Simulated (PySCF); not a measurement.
Working out the excitation energy of Be

Be [He] 2s2 (1S) → Be [He] 2p2 (3P). Computed with PySCF 2.14 in def2-QZVPPD, with no relativity, point nucleus. Frozen: 1s2. Energies in hartree (1 hartree = 27.21139 eV):

```json
{"part": "UHF", "Be (lower)": "-14.573001", "Be (upper)": "-14.336258"}
{"part": "CCSD correlation", "Be (lower)": "-0.045557", "Be (upper)": "-0.009029"}
{"part": "(T)", "Be (lower)": "0.000000", "Be (upper)": "0.000000"}
```

Problem. What does Hartree-Fock give?

Solution. (-14.336258) − (-14.573001) = 0.236743 hartree = 6.442 eV.

Problem. What do CCSD and CCSD(T) give?

Solution. The CCSD correlation energies differ by 0.036528 hartree = 0.994 eV and the triples by 0.000000 hartree = 0.000 eV, so CCSD gives 7.436 eV and CCSD(T) 7.436 eV.

Measured between the centres of the two terms (NIST): 7.401 eV, so CCSD(T) (valence) is off by 0.035 eV.

What remains against the reference includes basis incompleteness, the frozen core and higher excitations.
